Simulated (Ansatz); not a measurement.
Other settings, tried on [Se3]- (Se₃⁻).

```yaml
crystal:
  periodic: [false, false, false]
  atoms:
    - {symbol: Se, position_ang: [-1.140484, -0.679222, -1.480932]}
    - {symbol: Se, position_ang: [-0.373919, 0.708522, 0.192146]}
    - {symbol: Se, position_ang: [1.514403, -0.029300, 1.288786]}
basis:
  gaussian: {orbitals: ANO-RCC-VTZP}
total_charge: -1
magnetization: {spin_polarized: true, initial_magnetization: 1}
hamiltonian: {xc: {name: PBEsol}}
output: {forces: true}
```

```sh
$ ansatz run in.yaml --threads 4 --pin off --events-out ev --progress --plain --max-ram 3916MiB
```

Output, abridged:

```
Functional definition: PBEsol
1254 factors; their error is unknown
mean field evaluation 1: about -198199.0831 eV, gradient 2.5e1 eV
mean field evaluation 2: about -198185.1439 eV, gradient 5.4e1 eV
mean field evaluation 4: about -198201.6907 eV, gradient 3.4e0 eV
mean field evaluation 8: about -198201.7599 eV, gradient 3.8e-2 eV
mean field evaluation 16: about -198201.6818 eV, gradient 1.2e-5 eV
mean field evaluation 32: about -198201.6761 eV, gradient 3.7e-1 eV
mean field -198201.68175809 eV, -7283.7774586846 hartree, gradient 1.2e-5 eV, S^2 0.751322; 7 other end points of the search recorded, 0 dependent functions left out
reference -198201.68180259 eV, -7283.7774603200 hartree; 52, 51 occupied and 77, 78 virtual orbitals, 1254 factors
Total energy: -198201.68180259 eV, -7283.7774603200 hartree
Relativity: scalar
Atom 0 at    -1.140484    -0.679222    -1.480932 Å, force     0.089912     0.172540     0.203348 eV/Å
Atom 1 at    -0.373919     0.708522     0.192146 Å, force     0.140911    -0.266695    -0.072183 eV/Å
Atom 2 at     1.514403    -0.029300     1.288786 Å, force    -0.230823     0.094155    -0.131164 eV/Å
Dipole moment:    -0.122695     0.232455     0.063025 e Å
```

It took 18 s on 4 threads of Arm Neoverse V1 on a shared host.

DK, ANO-RCC and x2c sets are all-electron and run with scalar relativity unless a key says otherwise. The highest occupied level of an anion often lies above zero with these methods, and sets without diffuse functions describe the outer electron poorly.

The dipole of an ion depends on the origin.
